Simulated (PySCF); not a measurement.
## How methods differ on the ionisation energy of Fe²⁺

Fe²⁺ [Ar] 3d6 (5D) → Fe³⁺ [Ar] 3d5 (6S), as a difference of total energies. Computed with PySCF 2.14 in def2-QZVPPD (11s6p5d4f2g, 100 functions), with the non-relativistic Hamiltonian (point nucleus). Correlated levels: valence: [Ar] frozen. The calculations carry no spin-orbit coupling.

Problem. Order these methods by the ionisation energy they give, lowest first.
A. CCSD(T) (valence)
B. UHF
C. CCSD (valence)
D. SCS-MP2 (valence)

Solution. B (28.546 eV), C (30.124 eV), A (30.170 eV), D (30.375 eV).

A first-order spin-orbit estimate (lowest level to lowest level, LS coupling) adds 0.060 eV.

These non-relativistic numbers lack the scalar-relativistic shift.

Errors of the correlated levels include the incompleteness of this basis and the frozen core.

For comparison: 30.651 ± 0.012 eV (measured; NIST Atomic Spectra Database, ionization energies).
